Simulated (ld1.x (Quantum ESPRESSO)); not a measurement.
u(r) = r·R(r): atom against pseudo-atom (vanadium (V))

Columns: radius, all-electron u(r) and pseudo u(r) of the 3p shell (level -43.95 eV) of vanadium in the configuration [Ne] 3s2 3p6 3d3 4s2 4p0; PBEsol, scalar-relativistic, RRKJ scheme, ld1.x (Quantum ESPRESSO) 7.5.

```
r (bohr)  all-electron   pseudo
   0.120        0.4982  -0.0450
   0.240        0.4209  -0.1792
   0.360       -0.0510  -0.3909
   0.480       -0.5206  -0.6430
   0.600       -0.8467  -0.8745
   0.720       -1.0178  -1.0267
   0.840       -1.0677  -1.0752
   0.960       -1.0372  -1.0398
   1.080       -0.9603  -0.9603
   1.200       -0.8610  -0.8610
   1.320       -0.7548  -0.7548
   1.440       -0.6511  -0.6511
   1.560       -0.5548  -0.5548
   1.680       -0.4685  -0.4685
   1.800       -0.3928  -0.3928
   1.920       -0.3275  -0.3275
   2.040       -0.2720  -0.2720
   2.160       -0.2251  -0.2251
   2.280       -0.1858  -0.1858
   2.400       -0.1530  -0.1530
   2.520       -0.1258  -0.1258
   2.640       -0.1033  -0.1033
   2.760       -0.0846  -0.0846
   2.880       -0.0693  -0.0693
   3.000       -0.0566  -0.0566
   3.120       -0.0463  -0.0463
```

(1) How many radial nodes do the two functions have?

(2) At about which radius was the pseudo-wave matched?

(3) Is the pseudo-wave norm-conserving?

## Answers

(1) The all-electron 3p function has n − l − 1 = 1; the pseudo-wave has 0, since the states of the same l below it are removed with the core.

(2) 1.10 bohr, where the columns begin to agree (steps of 0.12 bohr).

(3) Yes: the RRKJ scheme keeps the norm inside the radius equal to the all-electron one, which fixes the energy derivative of the logarithmic derivative at the level.
